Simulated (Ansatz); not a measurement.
Breaking a bond: Mg₂, singlet.

Computed with: RKS-PBE = restricted PBE/aug-cc-pVDZ in Ansatz (a first-principles code); UKS-PBE = Ansatz with unrestricted PBE/aug-cc-pVDZ; UKS-B3LYP = unrestricted B3LYP/aug-cc-pVDZ run with Ansatz; FCI = full CI/aug-cc-pVDZ, frozen core run with Ansatz.

Energies relative to the lowest point of each curve near equilibrium, in eV; the last columns give the error against full CI:

```
R / Å  RKS-PBE  UKS-PBE  UKS-B3LYP    FCI  RKS-PBE − FCI  UKS-PBE − FCI  UKS-B3LYP − FCI
-----  -------  -------  ---------  -----  -------------  -------------  ---------------
2.74     0.343    0.343      0.426  0.462         -0.119         -0.119           -0.036
2.90     0.176    0.176      0.249  0.277         -0.100         -0.100           -0.027
3.06     0.079    0.079      0.139  0.161         -0.083         -0.083           -0.022
3.29     0.014    0.014      0.053  0.070         -0.056         -0.056           -0.018
3.38     0.004    0.004      0.034  0.050         -0.046         -0.046           -0.016
3.50     0.000    0.000      0.017  0.031         -0.031         -0.031           -0.014
3.60     0.002    0.002      0.008  0.020         -0.018         -0.018           -0.011
3.70     0.007    0.007      0.003  0.012         -0.005         -0.005           -0.009
3.80     0.015    0.015      0.001  0.007          0.008          0.008           -0.006
3.99     0.032    0.032      0.000  0.002          0.030          0.030           -0.002
4.16     0.049    0.049      0.002  0.000          0.049          0.049            0.002
4.48     0.077    0.077      0.007  0.001          0.076          0.076            0.006
4.91     0.105    0.105      0.013  0.006          0.099          0.099            0.007
5.33     0.121    0.121      0.016  0.012          0.109          0.109            0.004
5.97     0.134    0.134      0.017  0.019          0.114          0.114           -0.002
6.38     0.138    0.138      0.017  0.023          0.115          0.115           -0.006
7.20     0.142    0.142      0.017  0.028          0.114          0.114           -0.011
7.90     0.143    0.143      0.016  0.029          0.114          0.114           -0.013
8.72     0.144    0.144      0.016  0.030          0.114          0.114           -0.015
9.72     0.144    0.144      0.015  0.031          0.113          0.113           -0.016
10.88    0.145    0.145      0.015  0.032          0.113          0.113           -0.016
```

RKS-PBE is furthest from FCI at 2.74 (-0.119 eV, below); its mean absolute error over the points is 0.077 eV.

UKS-PBE is furthest from FCI at 2.74 (-0.119 eV, below); its mean absolute error over the points is 0.077 eV.

UKS-B3LYP is furthest from FCI at 2.74 (-0.036 eV, below); its mean absolute error over the points is 0.012 eV.
